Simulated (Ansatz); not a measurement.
Relaxation of CH₇OPSi (11 atoms, charge 0, multiplicity 1), to a largest force component of 0.015 eV/Å in at most 40 steps.

The calculation used RKS PBE0-D4/def2-SVP in Ansatz 0.2.0.

```xyz
11
Properties=species:S:1:pos:R:3:forces:R:3
C 0.531 1.781 -0.083 -3.37 2.46 -2.17
O -0.247 0.817 -0.782 0.32 0.41 0.42
Si -0.845 -0.481 0.066 1.53 0.18 1.14
P 0.881 -1.972 0.225 -0.56 -0.37 1.26
H 1.405 1.419 0.329 2.37 -1.18 1.16
H 0.765 2.611 -0.821 0.08 -0.87 0.61
H -0.104 2.305 0.682 0.50 -0.48 -0.09
H -1.919 -1.077 -0.639 -1.29 -0.41 -0.77
H -1.216 -0.037 1.481 0.00 -0.21 -0.50
H 0.820 -2.357 -1.111 -0.12 -0.17 -0.83
H -0.006 -3.066 0.672 0.55 0.63 -0.23
```

Where does it end, and by what steps?

It converged. After 9 steps the energy has fallen by 0.329 eV; H9 moved furthest, 0.34 Å.

```tsv
step	energy less start (eV)	largest force component (eV/Å)	accepted
0	0.0000	3.369	yes
1	-0.2416	0.979	yes
2	-0.3028	0.312	yes
3	-0.3105	0.300	yes
4	-0.3232	0.091	yes
5	-0.3271	0.031	yes
6	-0.3281	0.020	yes
7	-0.3284	0.031	yes
8	-0.3285	0.018	yes
9	-0.3286	0.007	yes
```

```xyz
11
Properties=species:S:1:pos:R:3
C 0.532 1.802 -0.109
O -0.426 0.937 -0.653
Si -0.893 -0.498 0.046
P 0.906 -1.859 0.281
H 1.490 1.290 0.094
H 0.724 2.613 -0.828
H 0.184 2.259 0.836
H -1.956 -1.049 -0.838
H -1.439 -0.281 1.426
H 0.837 -2.356 -1.056
H 0.107 -2.916 0.821
```

Whether the end is a true minimum wasn't checked by a vibrational analysis.

Run time: 9.1 s on 2 threads of AMD EPYC 9R45 96-Core Processor (Zen 5), with other jobs on the host, peak memory 0.23 GiB.
